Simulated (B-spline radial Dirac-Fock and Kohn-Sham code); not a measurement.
Satellites and hypersatellites of the K lines of Pd⁺

System: Pd⁺, [Kr] 4d9, inside a Watson sphere of charge -1 and radius 2.2 Å (a model of the Madelung potential; inside it an electron's potential energy is raised by 6.5 eV).

The computed values come from a radial B-spline solver: relaxed Dirac-Fock hole states (ΔSCF) with Breit and QED corrections and a finite nucleus. Each two-hole energy is an average over J within one jj subconfiguration, not an observable level; in light atoms, where LS coupling holds, the j-resolved values are not observed lines, and for a K spectator the Kα1 hypersatellite is nearly forbidden. Electron correlation is not included.

Lines without a spectator: Kα2 (K-L2) 21018.3 eV, Kα1 (K-L3) 21175.5 eV, Kβ3 (K-M2) 23787.4 eV, Kβ1 (K-M3) 23815.5 eV. Shifts in eV with one spectator hole (a dash: not computed, or left out as unreliable):

```
spectator hole    Kα2    Kα1     Kβ3     Kβ1
    L2 (2p1/2)  +56.2  +70.4       –  +150.3
    L3 (2p3/2)  +56.5  +56.2  +135.4       –
    M2 (3p1/2)      –  +7.66  +17.17  +21.02
    M3 (3p3/2)  +5.88      –  +18.17  +17.57
    M4 (3d3/2)  +0.88  -1.47       –       –
```

Task: Where does the K-L3 hypersatellite lie, emitted when both K electrons are missing?

Result: +534.6 eV from the normal line, at 21710.1 eV. Removing both K electrons costs 49442.4 eV, which is 718.2 eV more than twice the K binding energy.

With n spectator holes in 2p, averaged over the 2p shell (energies in eV):

| n | KαLⁿ | step | hypersatellite KαʰLⁿ |
| --- | --- | --- | --- |
| 0 | 21123.0 | – | 21653.0 |
| 1 | 21183.1 | +60.1 | 21714.5 |
| 2 | 21244.4 | +61.3 | 21777.1 |
| 3 | 21306.9 | +62.5 | 21841.0 |
| 4 | 21370.6 | +63.7 | 21906.1 |
| 5 | 21435.5 | +64.9 | 21972.5 |
